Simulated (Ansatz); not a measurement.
FH3O2SeZr, SMILES `[OH][Zr]([OH])([F])[SeH]`. Total charge 0; spin multiplicity 1. Zr takes the def2 core potential.

Z-matrix (Å, degrees):
```
Zr
O 1 1.901
F 1 1.909 2 110.4
O 1 1.905 2 114.0 3 -121.4
Se 1 2.606 2 104.8 3 119.1
H 2 0.953 1 168.6 3 105.8
H 4 0.953 1 169.1 2 -24.0
H 5 1.473 1 89.4 2 171.1
```

Question: List the harmonic frequencies (cm⁻¹, unscaled) at PBE0-D4/def2-TZVP in Ansatz. (Estimate.)

Answer: The calculation gave: 87, 105, 119, 144, 165, 172, 187, 243, 270, 282, 355, 448, 654, 731, 738, 2420, 3994, 4000.

Question: Is this a minimum?

Answer: Yes, all 18 modes are real.

Question: Give the ideal-gas thermochemistry at 298.15 K and 1 bar (rigid rotor, harmonic oscillator; point group C1, symmetry number 1).

Answer: Zero-point energy 90.4 kJ/mol; H(298) − E = 118.7 kJ/mol; entropy 415.0 J/(mol·K), of which translation 176.4, rotation 122.1, vibration 116.6; G(298) − E = -5.1 kJ/mol. Modes under 100 cm⁻¹ are hindered rotations or soft bends, so the harmonic entropy is rough.

Question: And at 400, 500, 600, 800 and 1000 K?

Answer: 
```csv
T (K),H − E (kJ/mol),S (J/mol/K),G − E (kJ/mol)
400,132.8,455.6,-49.5
500,147.3,488.0,-96.7
600,162.2,515.2,-146.9
800,193.0,559.4,-254.6
1000,224.6,594.7,-370.1
```

Question: Rotational constants (cm⁻¹)?

Answer: 0.09205, 0.03281, 0.03243.
